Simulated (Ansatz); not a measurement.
Relaxation of BF2H5OSSi (11 atoms, charge 0, multiplicity 1), to a largest force component of 0.03 eV/Å in at most 50 steps.

Computed with Ansatz 0.2.0, UKS LDA/6-31G.

```xyz
11
Properties=species:S:1:pos:R:3
B -1.286 -0.244 -0.143
S 0.475 -2.268 1.579
F -1.529 -0.687 -1.402
F -2.146 -0.578 0.845
H 0.760 -0.923 1.476
O -0.203 0.634 0.137
Si 0.930 1.372 -0.985
H -0.714 -2.038 2.282
H 0.180 1.964 -2.159
H 1.617 2.445 -0.181
H 1.917 0.322 -1.449
```

**Question.** Where does it end, and by what steps?

**Answer.** The run converged. The force dipped under the threshold on the way, but the program's further checks kept it going. Limits of this set-up: no polarisation functions. After 43 steps the energy has fallen by 0.165 eV; F3 moved furthest, 1.78 Å.

```
step  energy less start (eV)  largest force component (eV/Å)  accepted
   0                  0.0000                           1.795       yes
   2                 -0.0941                           0.243       yes
   4                 -0.1035                           0.069       yes
   6                 -0.1076                           0.069       yes
   8                 -0.1087                           0.052       yes
  10                 -0.1092                           0.054       yes
  12                 -0.1100                           0.072       yes
  14                 -0.1115                           0.243       yes
  16                 -0.1172                           0.088       yes
  18                 -0.1194                           0.067       yes
  20                 -0.1242                           0.380       yes
  22                 -0.1335                           0.261       yes
  24                 -0.1458                           0.090       yes
  26                 -0.1457                           0.330        no
  28                 -0.1494                           0.118       yes
  30                 -0.1511                           0.092       yes
  32                 -0.1538                           0.098       yes
  34                 -0.1574                           0.120       yes
  36                 -0.1584                           0.182        no
  38                 -0.1623                           0.053       yes
  40                 -0.1637                           0.034       yes
  42                 -0.1640                           0.080        no
  43                 -0.1646                           0.023       yes
```

```xyz
11
Properties=species:S:1:pos:R:3
B -1.520 0.062 -0.110
S 0.980 -2.088 1.822
F -2.314 0.833 -0.897
F -2.115 -0.839 0.703
H 0.552 -1.053 0.954
O -0.176 0.172 -0.122
Si 1.001 1.159 -0.976
H -0.326 -2.426 2.164
H 0.799 0.963 -2.460
H 0.793 2.598 -0.570
H 2.327 0.621 -0.507
```

Time of the run: 84 s on 2 threads of AMD EPYC 7B13 (Zen 3), with other jobs on the host, peak memory 0.23 GiB.
